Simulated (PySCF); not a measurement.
**Radial density of Pb (lead, neutral)**

UHF, [Xe] 4f14 5d10 6s2 6p2, high-spin 3P determinant. Computed with PySCF 2.14 in aug-cc-pwCVDZ-PP with ECP60MDF, with scalar relativity through the core potential. This is the valence pseudo-density: the core potential removes the inner electrons and smooths the orbitals near the nucleus.

```tsv
r (bohr)	4πr²ρ (e/bohr)	4πr²(ρα − ρβ)
0.0440	2.375e-05	0.0000
0.0740	9.846e-05	0.0000
0.124	0.0006657	0.0000
0.209	0.009072	0.0000
0.352	0.3045	0.0012
0.592	8.137	0.0442
0.996	20.13	-0.0341
1.68	6.582	0.2428
2.82	1.709	0.7677
4.74	0.3035	0.2548
7.98	0.009661	0.0095
13.4	2.326e-05	0.0000
```

Energies and moments cover only the electrons outside the core potential. Spin-orbit coupling is strong in this species (close to jj coupling), so the high-spin LS determinant is a model state, not a physical level.

Where is the radial spin density 4πr²(ρα − ρβ) most negative, and why is it negative at all?

Around r = 0.996 bohr, down to -0.0341 e/bohr: exchange with the open shell polarises the paired shells in an unrestricted calculation.
